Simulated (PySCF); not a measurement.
C₂H₅BF₂, SMILES CCB(F)F.

Coordinates come from a PBE0-D3(BJ)/def2-SVP optimisation. Other conformers were not sampled.

Two levels are set side by side: TDA-PBE/def2-SVPD (PySCF) and TDA-LC-ωPBE/def2-SVPD (PySCF). Vertical, same geometry. The lowest singlet is HOMO→LUMO 98 % with PBE and HOMO→LUMO+1 87 % with the other functional; states are paired by order. Differences are taken from unrounded values.

```json
[
 {"quantity": "lowest singlet excitation (eV)", "TDA-LC-ωPBE": "8.62"},
 {"quantity": "lowest triplet excitation (TDA) (eV)", "TDA-LC-ωPBE": "7.60"}
]
```

**Question.** What does TDA-PBE give, and how far is it from TDA-LC-ωPBE? (The exact figures need the calculation; the answer reports its results.)

**Answer.** 
| quantity | TDA-PBE | TDA-PBE minus TDA-LC-ωPBE |
|---|---|---|
| lowest singlet excitation (eV) | 7.49 | -1.13 |
| lowest triplet excitation (TDA) (eV) | 6.74 | -0.86 |

Functionals without exact exchange tend to place singlet excitations lower, as here. Differences between two approximate levels are no errors against the true value.

Rough cost on one machine, each run with all the roots and properties that it gave: TDA-LC-ωPBE against TDA-PBE about 3 times.
